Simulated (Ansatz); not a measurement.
Basis-set extrapolation for C2H5NOSi, SMILES `N=C=C(O)[SiH3]` (PBE0-D4/def2-TZVP geometry, frozen core, the Gaussian-basis code of Ansatz). Multiplicity 1, RHF reference.

|  | def2-TZVPP | def2-QZVPP |
| --- | --- | --- |
| HF | -496.915137 | -496.933496 |
| MP2 correlation | -0.868952 | -0.931304 |
| CCSD(T) correlation | -0.942011 | not run |

Energies in hartree. Use E(X) = E(∞) + A·exp(−7.88·√X) for Hartree–Fock and E(X) = E(∞) + B·X^(−2.97) for correlation, with X = 3 and 4, and add CCSD(T) minus MP2 of the smaller set to the MP2 limit.

Q: What is the CCSD(T) energy at the basis-set limit?

A: HF limit: -496.933496 + (-0.018359) × 0.13774 = -496.93602. MP2 limit: -0.931304 + (-0.062352) × 0.74074 = -0.97749. Higher-order term: -0.942011 − (-0.868952) = -0.07306. Total: -497.98657 hartree, 339.8 kJ/mol below CCSD(T)/def2-TZVPP.
